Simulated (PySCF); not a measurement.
W(CtBu)(OH)3, C5H12O3W (singlet state).
Bonds: W1–C2, W1–O16, W1–O18, W1–O20, C2–C3, C3–C4, C3–C5, C3–C6. Hydrogens: H7, H8, H9 on C4; H10, H11, H12 on C5; H13, H14, H15 on C6; H17 on O16; H19 on O18; H21 on O20.

Method: PBE0-D3(BJ)/def2-SVP geometry optimisation, gas phase, def2 core potentials past Kr in PySCF 2.14.0; density fitting, grid level 1; the optimiser is geomeTRIC in internal coordinates, started from a GFN2-xTB structure with every atom displaced at random (about 0.03 Å).

Step 2: E = -13328.4682 eV
```
atom  x, y, z in Å  |  force x, y, z in eV/Å
W1     -0.0158    0.0274   -2.2576    0.215  -0.126   2.170
C2     -0.0429   -0.0946   -0.4787   -0.088   0.279  -1.825
C3     -0.0217   -0.0415    1.0090    0.202   0.139  -0.090
C4      0.8264   -1.2020    1.5328    0.501   0.139  -0.001
C5      0.6298    1.2915    1.4305   -0.173  -0.028  -0.265
C6     -1.4374   -0.1318    1.5771   -0.252   0.071  -0.155
H7      0.3889   -2.1695    1.2606   -0.006  -0.134  -0.129
H8      0.8674   -1.1605    2.6365    0.142   0.005  -0.095
H9      1.8585   -1.1319    1.1115   -0.474  -0.161   0.310
H10     0.6600    1.3646    2.5224    0.029  -0.006   0.272
H11     0.0584    2.1558    1.0495    0.072  -0.132  -0.018
H12     1.6587    1.3542    1.0485    0.001   0.045  -0.030
H13    -1.9223   -1.0772    1.2890    0.020  -0.013   0.007
H14    -2.0607    0.6915    1.1912    0.018  -0.039   0.074
H15    -1.4207   -0.0757    2.6788    0.026   0.017  -0.047
O16     1.8271    0.5400   -2.5663   -0.431  -0.275   0.281
H17     2.0587    0.6156   -3.4963    0.140   0.025  -0.331
O18    -1.2304    1.4754   -2.5633   -0.002  -0.044  -0.032
H19    -1.3386    1.6477   -3.5098   -0.118   0.087  -0.049
O20    -0.6493   -1.6350   -2.9443    0.196   0.069  -0.099
H21    -0.8808   -2.4279   -2.4507   -0.019   0.082   0.055
```

Step 3: E = -13328.5405 eV
```
atom  x, y, z in Å  |  force x, y, z in eV/Å
W1     -0.0127    0.0371   -2.2299   -0.351   0.344   0.188
C2     -0.0329   -0.0689   -0.4863   -0.039   0.125  -0.214
C3     -0.0107   -0.0312    1.0000    0.133  -0.052  -0.019
C4      0.8344   -1.2048    1.5196    0.143   0.041  -0.040
C5      0.6283    1.2970    1.4365   -0.054  -0.031  -0.011
C6     -1.4391   -0.1280    1.5443   -0.084   0.001  -0.050
H7      0.3991   -2.1708    1.2228    0.000  -0.003  -0.043
H8      0.8808   -1.1834    2.6215    0.035   0.021  -0.025
H9      1.8652   -1.1497    1.1199   -0.207  -0.033   0.103
H10     0.6533    1.3631    2.5367    0.018   0.000   0.001
H11     0.0535    2.1529    1.0512    0.012  -0.019   0.000
H12     1.6573    1.3743    1.0561    0.004   0.022   0.003
H13    -1.9157   -1.0730    1.2415    0.011  -0.002   0.006
H14    -2.0606    0.6986    1.1668    0.020  -0.008   0.013
H15    -1.4316   -0.0829    2.6454   -0.004  -0.001   0.008
O16     1.8262    0.5111   -2.5525   -0.084  -0.158   0.002
H17     2.0683    0.5647   -3.4875    0.029   0.004  -0.031
O18    -1.2520    1.4930   -2.5515    0.290  -0.362   0.027
H19    -1.3944    1.6660   -3.4949   -0.025  -0.004   0.076
O20    -0.6331   -1.6357   -2.9014    0.172   0.073  -0.042
H21    -0.8705   -2.4134   -2.3878   -0.019   0.037   0.049
```

**Question.** Estimate the geometry and energy of step 4. (The exact step hangs on the optimiser's Hessian estimate; all steps are aligned on step 3, rigid shifts and turns removed.)

**Answer.** E = -13328.5547 eV, largest force 0.318 eV/Å
```
atom  x, y, z in Å  |  force x, y, z in eV/Å
W1     -0.0169    0.0557   -2.2239    0.086  -0.136  -0.099
C2     -0.0272   -0.0353   -0.4892    0.015   0.048   0.262
C3     -0.0033   -0.0193    0.9962    0.007  -0.070  -0.030
C4      0.8358   -1.2020    1.5011   -0.037  -0.049  -0.010
C5      0.6266    1.3023    1.4546    0.008  -0.010   0.060
C6     -1.4403   -0.1270    1.5232    0.024  -0.012   0.030
H7      0.4011   -2.1617    1.1782    0.002   0.036   0.019
H8      0.8840   -1.2004    2.6019   -0.025   0.005   0.021
H9      1.8640   -1.1509    1.1153    0.019   0.029  -0.031
H10     0.6503    1.3535    2.5573    0.007   0.006  -0.058
H11     0.0481    2.1573    1.0771   -0.018   0.034   0.010
H12     1.6556    1.3960    1.0771    0.002  -0.004   0.009
H13    -1.9095   -1.0691    1.2011    0.001   0.002  -0.001
H14    -2.0584    0.7050    1.1558    0.003   0.010  -0.017
H15    -1.4432   -0.0997    2.6248   -0.014  -0.008   0.020
O16     1.8232    0.4814   -2.5639    0.166  -0.036  -0.136
H17     2.0698    0.5128   -3.5009   -0.018   0.006   0.080
O18    -1.2476    1.4814   -2.5402   -0.213   0.221  -0.085
H19    -1.4228    1.6485   -3.4779   -0.024   0.023   0.018
O20    -0.6180   -1.6269   -2.8685    0.024  -0.104  -0.081
H21    -0.8580   -2.3857   -2.3286   -0.014   0.007   0.020
```

The energy changes by -0.0142 eV. The first-order estimate −F·Δx gives -0.0364 eV and the mean of the old and new forces, exact on a quadratic surface, -0.0135 eV. The step makes an angle of 74° with the force vector and moves no atom by more than 0.067 Å.

The cost below is that of the whole optimisation. Time: 2.2 min of wall time; peak memory 1.0 GiB. Hardware: one thread of an AMD EPYC 9R45, shared host with 96 logical CPUs at a one-minute load of 16.
